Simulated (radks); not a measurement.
Correlation energies from several functionals, in hartree. Species: Te+ [Kr] 4d10 5s2 5p3; Ca+ [Ar] 4s1; Ar [Ar]. All-electron calculation, non-relativistic Kohn-Sham, exchange-only B88, spin-polarised, spherical densities, point nucleus. Program: a radial shooting solver on a logarithmic mesh with Libxc functionals. Every spin shell is full or empty, so the densities are truly spherical. Functionals are evaluated on that one density, not self-consistently.

functional,Te+,Ca+,Ar
PW92,-4.8945,-1.5354,-1.4227
PZ,-4.8913,-1.5325,-1.4207
Chachiyo,-4.8296,-1.5091,-1.3968
PBE,-2.7325,-0.74839,-0.70271
P86,-3.0994,-0.85533,-0.79863
PW91,-2.9538,-0.82066,-0.76709
TPSS,-2.7330,-0.75108,-0.70720
revTPSS,-2.7657,-0.76788,-0.72449
SCAN,-2.7296,-0.74267,-0.69147
